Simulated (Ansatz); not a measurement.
A run on CO₂Zn with other settings.

```yaml
crystal:
  periodic: [false, false, false]
  atoms:
    - {symbol: O, position_ang: [1.060699, -0.079977, 1.041755]}
    - {symbol: C, position_ang: [0.550435, -0.731932, 0.268235]}
    - {symbol: O, position_ang: [0.010664, -1.389992, -0.528285]}
    - {symbol: Zn, position_ang: [-1.473027, 2.122448, -0.863849]}
basis:
  gaussian: {orbitals: def2-TZVP}
total_charge: 1
magnetization: {spin_polarized: true, initial_magnetization: 1}
hamiltonian: {xc: {name: B2PLYP}}
output: {forces: true}
```

```sh
$ ansatz run in.yaml --threads 2 --pin off --events-out ev --progress --plain --max-ram 4352MiB
```

It prints (some lines left out):

```
Functional definition: B2PLYP
1023 factors; integrals over basis functions are off by at most 6.1e-4 eV
mean field evaluation 1: about -53500.0158 eV, gradient 6.2e1 eV
mean field evaluation 2: about -53500.2716 eV, gradient 6.2e1 eV
mean field evaluation 4: about -53520.8447 eV, gradient 1.7e1 eV
mean field evaluation 8: about -53524.5597 eV, gradient 9.9e-1 eV
mean field evaluation 16: about -53524.5985 eV, gradient 3.3e-3 eV
mean field -53524.59848196 eV, -1966.9927139362 hartree, gradient 8.1e-6 eV, S^2 0.750490; 0 other end points of the search recorded, 0 dependent functions left out
8 core orbitals not correlated: weight in the atoms' cores, before any rotation towards them, 1.000 or more for the frozen orbitals, at most 0.000 for the correlated occupied ones
reference -53524.59862906 eV, -1966.9927193421 hartree; 18, 17 occupied and 115, 116 virtual orbitals, 1023 factors
second order -39.10818942 eV of doubles, -0.00000000 eV of singles
Total energy: -53535.15784021 eV, -1967.3807631943 hartree
Atom 0 at     1.060699    -0.079977     1.041755 Å, force     1.466086     2.114372     2.268117 eV/Å
Atom 1 at     0.550435    -0.731932     0.268235 Å, force    -1.284483    -2.216669    -2.074770 eV/Å
Atom 2 at     0.010664    -1.389992    -0.528285 Å, force    -0.170318     0.110398    -0.179340 eV/Å
Atom 3 at    -1.473027     2.122448    -0.863849 Å, force    -0.011285    -0.008100    -0.014007 eV/Å
Dipole moment:    -0.766898     1.134993    -0.414283 e Å
```

Hardware: 2 threads of an Intel Xeon on a shared host. Wall time 50 s, peak host memory 0.89 GiB.
